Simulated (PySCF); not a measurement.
Orbital picture of BRh

r²SCAN0 at R = 1.675 Å; basis B x2c-TZVPPall, Rh x2c-TZVPPall; spin-free X2C with a Gaussian nucleus; PySCF 2.14. State: ¹Σ⁺ (singlet), closed shell. Only the outer orbitals are listed, counted within each symmetry.

| orbital | occ. | ε (eV) | on B (%) | main shells (%) |
| --- | --- | --- | --- | --- |
| 10σ | 2 | -11.28 | 58 | 55 B s, 35 Rh d |
| 5π | 2 | -7.59 | 22 | 78 Rh d, 20 B p |
| 5π | 2 | -7.59 | 22 | 78 Rh d, 20 B p |
| 11σ | 2 | -6.82 | 52 | 44 Rh d, 38 B s, 14 B p |
| 2δ | 2 | -6.00 | 0 | 100 Rh d |
| 2δ | 2 | -6.00 | 0 | 100 Rh d |
| 12σ | 0 | -2.29 | 19 | 68 Rh s, 20 B p, 10 Rh p |
| 6π | 0 | -0.80 | 45 | 45 B p, 44 Rh p, 11 Rh d |
| 6π | 0 | -0.80 | 45 | 45 B p, 44 Rh p, 11 Rh d |

Task: Which are the highest filled and the lowest empty level, where do they sit, and how wide is the gap?

Result: Highest filled 2δ at -6.00 eV (in %: 100 Rh d); lowest empty 12σ at -2.29 eV (in %: 68 Rh s, 20 B p, 10 Rh p); the gap at r²SCAN0 is 3.71 eV.

- bond order (Mayer): 2.40
- ⟨S²⟩: 0.000
- charge on B (Mulliken, basis-dependent): -0.23
- charge on B (Löwdin, basis-dependent): -0.14
- dipole moment (positive dipole means B(−)Rh(+)): 3.08 D

Spin–orbit coupling is left out.
